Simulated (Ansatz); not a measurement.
Relaxation of C2H3BF2O (9 atoms, charge 0, multiplicity 1), to a largest force component of 0.015 eV/Å in at most 40 steps.

Computed with RKS BHLYP/6-31G (Ansatz).

```xyz
9
Properties=species:S:1:pos:R:3
F -1.827 0.728 1.104
B -0.519 0.306 1.245
F 0.169 0.578 2.458
C 0.240 -0.547 0.097
C -0.257 -1.931 -0.120
O -0.569 -0.824 -0.948
H 1.293 -0.309 -0.170
H -1.194 -2.247 0.402
H 0.418 -2.580 -0.593
```

Task: Where does it end, and by what steps?

Result: The forces met the threshold. Limits of this set-up: no polarisation functions. After 13 steps the energy has fallen by 0.748 eV; F3 moved furthest, 0.60 Å.

```
step  energy less start (eV)  largest force component (eV/Å)  accepted
   0                  0.0000                           4.505       yes
   1                 -0.5780                           2.180       yes
   2                 -0.6724                           0.741       yes
   3                 -0.6967                           0.758       yes
   4                 -0.7157                           0.204       yes
   5                 -0.7261                           0.086       yes
   6                 -0.7395                           0.222       yes
   7                 -0.7284                           0.617        no
   8                 -0.7441                           0.073       yes
   9                 -0.7447                           0.062       yes
  10                 -0.7469                           0.024       yes
  11                 -0.7462                           0.220        no
  12                 -0.7473                           0.050       yes
  13                 -0.7476                           0.011       yes
```

```xyz
9
Properties=species:S:1:pos:R:3
F -1.809 0.256 1.386
B -0.465 0.284 1.267
F 0.205 1.075 2.131
C 0.264 -0.582 0.227
C -0.346 -1.861 -0.217
O -0.457 -0.698 -1.075
H 1.329 -0.474 0.118
H -1.272 -2.187 0.222
H 0.303 -2.637 -0.583
```

Whether the end is a true minimum wasn't checked by a vibrational analysis.

Run time: 37 s on 1 thread of Arm Neoverse V2, on a shared host, peak memory 0.16 GiB.
